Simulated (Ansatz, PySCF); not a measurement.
Gas-phase reaction in SMILES: [SiH3]O[SiH3] + 2 [H][H] (H2) -> O (H2O) + 2 [SiH4] (SiH4)
Structures are relaxed separately at B3LYP-D3(BJ)/def2-TZVP in Ansatz (an electronic-structure program). Frequencies are from Ansatz or PySCF.

Wanted: energy of full hydrogenation (0 K, with B3LYP-D3(BJ) harmonic zero-point energies), in kJ/mol. Cores are frozen in the correlated levels unless marked. No spin-orbit coupling. No relativistic terms. CBS(X,Y): correlation extrapolated as X^-3; Hartree-Fock from the larger set.

```tsv
level	program	energy of full hydrogenation (kJ/mol)
PBE/def2-TZVPD	Ansatz	140.7
B3LYP-D3(BJ)/def2-TZVPD	Ansatz + dftd3	167.7
```

What does CCSD(T)/CBS(cc-pV(T+d)Z,cc-pV(Q+d)Z) (Ansatz) give?

173.6 kJ/mol, so B3LYP-D3(BJ)/def2-TZVPD differs from it by -5.9 kJ/mol.
